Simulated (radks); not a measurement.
Values are calculated unless marked as measured or tabulated.
Q: Br2+, configuration [Ar] 3d10 4s2 4p3. Code: a radial shooting solver on a logarithmic mesh with Libxc functionals. Model: Dirac Kohn-Sham, OLYP, spin-unpolarised, spherical densities, finite nucleus; open shells are shared between the two j in proportion to 2j + 1; Fermi nuclear charge, rms radius 4.1629 fm. Some entries of the table are withheld. Estimate them.

orbital,occ.,eigenvalue (Ry),<1/r> (bohr^-1)
1s1/2,2,-980.2043,35.65
2s1/2,2,-129.2443,(1)
2p1/2,2,-116.5906,7.923
2p3/2,4,-113.0996,7.663
3s1/2,2,-19.32172,2.608
3p1/2,2,(2),2.491
3p3/2,4,(3),2.429
3d3/2,4,-6.77434,2.172
3d5/2,6,-6.69377,2.155
4s1/2,2,-3.06991,0.8354
4p1/2,1,(4),0.7164
4p3/2,2,(5),0.7030

A: 
(1) 2s1/2 <1/r> (bohr^-1): 7.957
(2) 3p1/2 eigenvalue (Ry): -14.91628
(3) 3p3/2 eigenvalue (Ry): -14.41273
(4) 4p1/2 eigenvalue (Ry): -2.10218
(5) 4p3/2 eigenvalue (Ry): -2.05472
